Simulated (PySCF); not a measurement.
# TiS2: from structure and modes to constants

Method: PySCF, PBE0, basis Ti def2-TZVP, S def2-TZVP (no relativity, density fitting).

The singlet minimum has C2v symmetry. Masses (u): Ti 47.94795, S 31.97207.

```xyz
3
charge 0 multiplicity 1, angstrom
Ti    0.6475    0.0000    0.0000
S    -0.4855    1.7269    0.0000
S    -0.4855   -1.7269    0.0000
```

Harmonic wavenumbers (cm⁻¹): 172.1 (a1, ×1), 586.2 (a1, ×1), 621.5 (b2, ×1).

Problem. What is the harmonic zero-point energy?

Solution. Half the sum of all 3 wavenumbers, 1380/2 = 690 cm⁻¹, which is 8.3 kJ/mol (1 cm⁻¹ = 0.0119627 kJ/mol).

Problem. Give the standard entropy (298.15 K, 1 bar) by its translational, rotational, vibrational and spin parts, and Cp.

Solution. Sackur–Tetrode with M = 111.89 u gives 167.7; rotation with symmetry number 2 gives 101.9; vibration 13.8; spin R ln 1 = 0.0. The total is 283.4 J/(mol K), and Cp = 4 R + 16.4 = 49.7 J/(mol K).

Only a few start shapes were tried, so a lower isomer may exist.
